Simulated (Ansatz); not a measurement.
Ansatz (a program for electronic structure) input file for Al(GeH3)(OH)2 (AlGeH5O2), SMILES [OH][Al]([OH])[GeH3], PBE0-D3(BJ)/def2-SVP. 

Ansatz 0.2 input:
```yaml
crystal:
  periodic: [false, false, false]
  atoms:
    - {symbol: Al, position_ang: [-1.00035372, 0.18904489, 0.42052123]}
    - {symbol: Ge, position_ang: [1.18097741, -0.21725597, -0.50148283]}
    - {symbol: H, position_ang: [1.50844104, -1.65434524, -0.81560273]}
    - {symbol: H, position_ang: [1.50067132, 0.46866046, -1.80290499]}
    - {symbol: H, position_ang: [2.35558205, 0.17691559, 0.35657612]}
    - {symbol: O, position_ang: [-1.30148175, -0.61735066, 1.82365428]}
    - {symbol: H, position_ang: [-1.49752644, -1.07310922, 2.62977851]}
    - {symbol: O, position_ang: [-1.96341874, 1.21415756, -0.43366582]}
    - {symbol: H, position_ang: [-2.53464261, 1.80203055, -0.90707985]}
basis:
  gaussian:
    orbitals: def2-SVP
hamiltonian:
  xc: pbe0
  dispersion: d3bj
relax: {f_tol: 0.002, max_steps: 200}
```

It prints:

```
WARN ansatz: RAYON_NUM_THREADS=1 ignored (pool sized by the plan → 1); use --threads N
Functional definition: PBE0
integrals: 0.05 GiB planned
1064 factors; integrals over basis functions are off by at most 2.6e-4 eV
mean field: 0.47 GiB planned
mean field evaluation 1: about -67257.2762 eV, gradient 7.2e1 eV
mean field evaluation 2: about -67240.9347 eV, gradient 1.2e2 eV
mean field evaluation 4: about -67266.2298 eV, gradient 1.2e0 eV
mean field evaluation 8: about -67266.2316 eV, gradient 2.8e-2 eV
mean field -67266.23158471 eV, -2471.9884160488 hartree, gradient 7.6e-5 eV, S^2 0.000000; 0 other end points of the search recorded, 0 dependent functions left out
the calculation of the forces begins
reference -67266.23161585 eV, -2471.9884171932 hartree; 33, 33 occupied and 70, 70 virtual orbitals, 1064 factors
relax step   1: F+E_penalty+E_count = -67266.36725114 eV  Δ(F+E_penalty+E_count) = +0.000e0 eV  max|allowed force component| = 8.052e-1 eV/Å  Δτ_max = 0.0000 Å  (23 SCF iters, accepted)
these checks for a lower state are left out or cut short: starts, cluster_reference, orbital_swaps, neighbouring_geometries, increment
integrals: 0.05 GiB planned
1064 factors; integrals over basis functions are off by at most 2.6e-4 eV
mean field: 0.46 GiB planned
mean field evaluation 16: about -67266.3544 eV, gradient 5.7e-2 eV
mean field -67266.35304872 eV, -2471.9928797686 hartree, gradient 2.6e-5 eV, S^2 0.000000; 0 other end points of the search recorded, 0 dependent functions left out
the calculation of the forces begins
reference -67266.35307975 eV, -2471.9928809092 hartree; 33, 33 occupied and 70, 70 virtual orbitals, 1064 factors
relax step   2: F+E_penalty+E_count = -67266.48778806 eV  Δ(F+E_penalty+E_count) = -1.205e-1 eV  max|allowed force component| = 5.450e-1 eV/Å  Δτ_max = 0.0992 Å  (24 SCF iters, accepted)
these checks for a lower state are left out or cut short: starts, cluster_reference, orbital_swaps, neighbouring_geometries, increment
integrals: 0.05 GiB planned
1064 factors; integrals over basis functions are off by at most 2.5e-4 eV
mean field: 0.46 GiB planned
mean field -67266.37470337 eV, -2471.9936755623 hartree, gradient 1.8e-5 eV, S^2 0.000000; 0 other end points of the search recorded, 0 dependent functions left out
the calculation of the forces begins
reference -67266.37473443 eV, -2471.9936767040 hartree; 33, 33 occupied and 70, 70 virtual orbitals, 1064 factors
relax step   3: F+E_penalty+E_count = -67266.50846772 eV  Δ(F+E_penalty+E_count) = -2.068e-2 eV  max|allowed force component| = 2.827e-1 eV/Å  Δτ_max = 0.0712 Å  (24 SCF iters, accepted)
these checks for a lower state are left out or cut short: starts, cluster_reference, orbital_swaps, neighbouring_geometries, increment
integrals: 0.05 GiB planned
1064 factors; integrals over basis functions are off by at most 2.5e-4 eV
mean field: 0.46 GiB planned
mean field -67266.38383122 eV, -2471.9940110048 hartree, gradient 3.1e-5 eV, S^2 0.000000; 0 other end points of the search recorded, 0 dependent functions left out
the calculation of the forces begins
reference -67266.38386232 eV, -2471.9940121476 hartree; 33, 33 occupied and 70, 70 virtual orbitals, 1064 factors
relax step   4: F+E_penalty+E_count = -67266.51709367 eV  Δ(F+E_penalty+E_count) = -8.626e-3 eV  max|allowed force component| = 3.998e-1 eV/Å  Δτ_max = 0.1020 Å  (23 SCF iters, accepted)
these checks for a lower state are left out or cut short: starts, cluster_reference, orbital_swaps, neighbouring_geometries, increment
integrals: 0.05 GiB planned
1064 factors; integrals over basis functions are off by at most 2.5e-4 eV
mean field: 0.46 GiB planned
mean field evaluation 32: about -67266.3884 eV, gradient 2.1e-2 eV
mean field -67266.38838356 eV, -2471.9941783003 hartree, gradient 2.9e-5 eV, S^2 0.000000; 0 other end points of the search recorded, 0 dependent functions left out
the calculation of the forces begins
reference -67266.38841461 eV, -2471.9941794414 hartree; 33, 33 occupied and 70, 70 virtual orbitals, 1064 factors
relax step   5: F+E_penalty+E_count = -67266.52187497 eV  Δ(F+E_penalty+E_count) = -4.781e-3 eV  max|allowed force component| = 1.271e-1 eV/Å  Δτ_max = 0.0205 Å  (23 SCF iters, accepted)
these checks for a lower state are left out or cut short: starts, cluster_reference, orbital_swaps, neighbouring_geometries, increment
integrals: 0.05 GiB planned
1064 factors; integrals over basis functions are off by at most 2.4e-4 eV
mean field: 0.47 GiB planned
mean field -67266.41306640 eV, -2471.9950853777 hartree, gradient 1.2e-5 eV, S^2 0.000000; 0 other end points of the search recorded, 0 dependent functions left out
the calculation of the forces begins
reference -67266.41309744 eV, -2471.9950865186 hartree; 33, 33 occupied and 70, 70 virtual orbitals, 1064 factors
relax step   6: F+E_penalty+E_count = -67266.54690429 eV  Δ(F+E_penalty+E_count) = -2.503e-2 eV  max|allowed force component| = 5.748e-1 eV/Å  Δτ_max = 0.0860 Å  (27 SCF iters, accepted)
these checks for a lower state are left out or cut short: starts, cluster_reference, orbital_swaps, neighbouring_geometries, increment
integrals: 0.05 GiB planned
1064 factors; integrals over basis functions are off by at most 2.5e-4 eV
mean field: 0.46 GiB planned
mean field -67266.48669465 eV, -2471.9977911663 hartree, gradient 2.3e-5 eV, S^2 0.000000; 0 other end points of the search recorded, 0 dependent functions left out
the calculation of the forces begins
reference -67266.48672580 eV, -2471.9977923109 hartree; 33, 33 occupied and 70, 70 virtual orbitals, 1064 factors
relax step   7: F+E_penalty+E_count = -67266.62065437 eV  Δ(F+E_penalty+E_count) = -7.375e-2 eV  max|allowed force component| = 2.811e-1 eV/Å  Δτ_max = 0.1728 Å  (28 SCF iters, accepted)
these checks for a lower state are left out or cut short: starts, cluster_reference, orbital_swaps, neighbouring_geometries, increment
integrals: 0.05 GiB planned
1064 factors; integrals over basis functions are off by at most 2.5e-4 eV
mean field: 0.46 GiB planned
mean field -67266.54114501 eV, -2471.9997921799 hartree, gradient 9.9e-6 eV, S^2 0.000000; 0 other end points of the search recorded, 0 dependent functions left out
the calculation of the forces begins
reference -67266.54117592 eV, -2471.9997933159 hartree; 33, 33 occupied and 70, 70 virtual orbitals, 1064 factors
relax step   8: F+E_penalty+E_count = -67266.67539673 eV  Δ(F+E_penalty+E_count) = -5.474e-2 eV  max|allowed force component| = 5.101e-1 eV/Å  Δτ_max = 0.2000 Å  (27 SCF iters, accepted)
these checks for a lower state are left out or cut short: starts, cluster_reference, orbital_swaps, neighbouring_geometries, increment
integrals: 0.05 GiB planned
1064 factors; integrals over basis functions are off by at most 3.1e-4 eV
mean field: 0.47 GiB planned
mean field -67266.56765484 eV, -2472.0007663982 hartree, gradient 2.1e-5 eV, S^2 0.000000; 0 other end points of the search recorded, 0 dependent functions left out
the calculation of the forces begins
reference -67266.56768559 eV, -2472.0007675282 hartree; 33, 33 occupied and 70, 70 virtual orbitals, 1064 factors
relax step   9: F+E_penalty+E_count = -67266.70242403 eV  Δ(F+E_penalty+E_count) = -2.703e-2 eV  max|allowed force component| = 6.742e-2 eV/Å  Δτ_max = 0.1448 Å  (28 SCF iters, accepted)
these checks for a lower state are left out or cut short: starts, cluster_reference, orbital_swaps, neighbouring_geometries, increment
integrals: 0.05 GiB planned
1064 factors; integrals over basis functions are off by at most 3.4e-4 eV
mean field: 0.47 GiB planned
mean field evaluation 64: about -67266.5697 eV, gradient 3.4e-2 eV
mean field -67266.56972071 eV, -2472.0008423174 hartree, gradient 3.5e-5 eV, S^2 0.000000; 0 other end points of the search recorded, 0 dependent functions left out
the calculation of the forces begins
reference -67266.56975143 eV, -2472.0008434466 hartree; 33, 33 occupied and 70, 70 virtual orbitals, 1064 factors
relax step  10: F+E_penalty+E_count = -67266.70449537 eV  Δ(F+E_penalty+E_count) = -2.071e-3 eV  max|allowed force component| = 1.123e-2 eV/Å  Δτ_max = 0.0490 Å  (24 SCF iters, accepted)
these checks for a lower state are left out or cut short: starts, cluster_reference, orbital_swaps, neighbouring_geometries, increment
integrals: 0.05 GiB planned
1064 factors; integrals over basis functions are off by at most 3.4e-4 eV
mean field: 0.46 GiB planned
mean field -67266.56979898 eV, -2472.0008451938 hartree, gradient 1.1e-5 eV, S^2 0.000000; 0 other end points of the search recorded, 0 dependent functions left out
the calculation of the forces begins
reference -67266.56982970 eV, -2472.0008463230 hartree; 33, 33 occupied and 70, 70 virtual orbitals, 1064 factors
relax step  11: F+E_penalty+E_count = -67266.70452215 eV  Δ(F+E_penalty+E_count) = -2.678e-5 eV  max|allowed force component| = 1.004e-2 eV/Å  Δτ_max = 0.0026 Å  (22 SCF iters, accepted)
these checks for a lower state are left out or cut short: starts, cluster_reference, orbital_swaps, neighbouring_geometries, increment
integrals: 0.05 GiB planned
1064 factors; integrals over basis functions are off by at most 3.4e-4 eV
mean field: 0.47 GiB planned
mean field -67266.56979591 eV, -2472.0008450812 hartree, gradient 2.6e-5 eV, S^2 0.000000; 0 other end points of the search recorded, 0 dependent functions left out
the calculation of the forces begins
reference -67266.56982664 eV, -2472.0008462104 hartree; 33, 33 occupied and 70, 70 virtual orbitals, 1064 factors
relax step  12: F+E_penalty+E_count = -67266.70452796 eV  Δ(F+E_penalty+E_count) = -5.806e-6 eV  max|allowed force component| = 1.319e-3 eV/Å  Δτ_max = 0.0013 Å  (19 SCF iters, accepted)
integrals: 0.05 GiB planned
1064 factors; integrals over basis functions are off by at most 3.4e-4 eV
mean field: 0.47 GiB planned
mean field -67266.56979591 eV, -2472.0008450812 hartree, gradient 2.6e-5 eV, S^2 0.000000; 1 other end points of the search recorded, 0 dependent functions left out
the calculation of the forces begins
reference -67266.56982664 eV, -2472.0008462104 hartree; 33, 33 occupied and 70, 70 virtual orbitals, 1064 factors
Total energy: -67266.70455868 eV, -2472.0057975217 hartree
Atom 0 at    -0.840438     0.155282     0.352950 Å, force     0.001295    -0.000281    -0.000409 eV/Å
Atom 1 at     1.376340    -0.254077    -0.589437 Å, force    -0.001319     0.000289     0.000546 eV/Å
Atom 2 at     1.604361    -1.753814    -0.870249 Å, force     0.000237     0.000015    -0.000054 eV/Å
Atom 3 at     1.590566     0.500476    -1.915785 Å, force    -0.000042     0.000052    -0.000098 eV/Å
Atom 4 at     2.493133     0.189911     0.378055 Å, force     0.000181    -0.000121    -0.000106 eV/Å
Atom 5 at    -1.242718    -0.633589     1.805416 Å, force    -0.000239    -0.000202     0.000520 eV/Å
Atom 6 at    -2.051400    -0.595790     2.316739 Å, force     0.000020    -0.000006    -0.000074 eV/Å
Atom 7 at    -1.895395     1.207030    -0.468623 Å, force    -0.000288     0.000182    -0.000130 eV/Å
Atom 8 at    -2.786200     1.473320    -0.239273 Å, force     0.000157     0.000072    -0.000197 eV/Å
Dipole moment:    -0.550488     0.099709     0.237584 e Å
```

The run converged.
